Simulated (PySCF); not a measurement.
Working out the ionisation energy of Dy⁺

Dy⁺ [Xe] 4f10 6s1 (high-spin determinant) → Dy²⁺ [Xe] 4f10 (high-spin determinant). Computed with PySCF 2.14 in cc-pVDZ-X2C, with the spin-free X2C one-electron Hamiltonian (Gaussian nucleus). Frozen: [Kr] 4d10. Energies in hartree (1 hartree = 27.21139 eV):

```csv
part,Dy⁺ (lower),Dy²⁺ (upper)
UHF,-12152.090971,-12151.693993
CCSD correlation,-0.621205,-0.599031
(T),-0.025406,-0.022568
```

Q: What does Hartree-Fock give?

A: (-12151.693993) − (-12152.090971) = 0.396978 hartree = 10.802 eV.

Q: What do CCSD and CCSD(T) give?

A: The CCSD correlation energies differ by 0.022174 hartree = 0.603 eV and the triples by 0.002838 hartree = 0.077 eV, so CCSD gives 11.405 eV and CCSD(T) 11.482 eV.

A first-order spin-orbit estimate adds -0.001 eV to CCSD(T) (valence), giving 11.481 eV against 11.647 ± 0.02 eV (semi-empirical (NIST evaluation); NIST Atomic Spectra Database, ionization energies).

One determinant mixes LS terms, so it does not stand for a single term.

A double-zeta basis recovers only part of the correlation energy.

What remains against the reference includes basis incompleteness, the frozen core and higher excitations.
